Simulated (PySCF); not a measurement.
Polarisability and C₆ of Se⁻ (selenium, charge -1)

[Ar] 3d10 4s2 4p5, 2P determinant. Computed with PySCF 2.14 in aug-cc-pVQZ-DK (8s7p5d3f2g, 93 functions), with scalar relativity by spin-free X2C-1e. Coupled (time-dependent) response in atomic units; α is the mean over directions.

```tsv
method	mean α (bohr³)	α xx, yy, zz	C₆ (like pair)	S(−4)
UHF	57.98	46.40, 63.77, 63.77	685.9	1125
r2SCAN0	65.86	51.30, 73.14, 73.14	826.0	1475
```

S(−4) is the Cauchy moment in α(ω) = α(0) + S(−4) ω² + …

Spin-orbit coupling is absent.

α(iu) at UHF:

```json
{"u (hartree)": "0", "α(iu) (bohr³)": "57.98"}
{"u (hartree)": "0.0500", "α(iu) (bohr³)": "55.37"}
{"u (hartree)": "0.100", "α(iu) (bohr³)": "49.26"}
{"u (hartree)": "0.200", "α(iu) (bohr³)": "36.00"}
{"u (hartree)": "0.300", "α(iu) (bohr³)": "26.13"}
{"u (hartree)": "0.500", "α(iu) (bohr³)": "14.98"}
{"u (hartree)": "0.750", "α(iu) (bohr³)": "8.671"}
{"u (hartree)": "1.00", "α(iu) (bohr³)": "5.621"}
{"u (hartree)": "1.50", "α(iu) (bohr³)": "2.921"}
{"u (hartree)": "2.00", "α(iu) (bohr³)": "1.807"}
{"u (hartree)": "3.00", "α(iu) (bohr³)": "0.9133"}
{"u (hartree)": "5.00", "α(iu) (bohr³)": "0.3845"}
```

A single London oscillator, α(iu) = α/(1 + u²/ω²), gives C₆ = (3/4) ω α². Matching the computed C₆ needs ω = 4 × 685.9 / (3 × 57.98²) = 0.272 hartree.

For an ion, C₆ is the dispersion term alone; charge-induced terms of lower order in 1/R come first.

The components differ because the open shell of this determinant is not spherical; for a pure term their mean is the scalar polarisability.
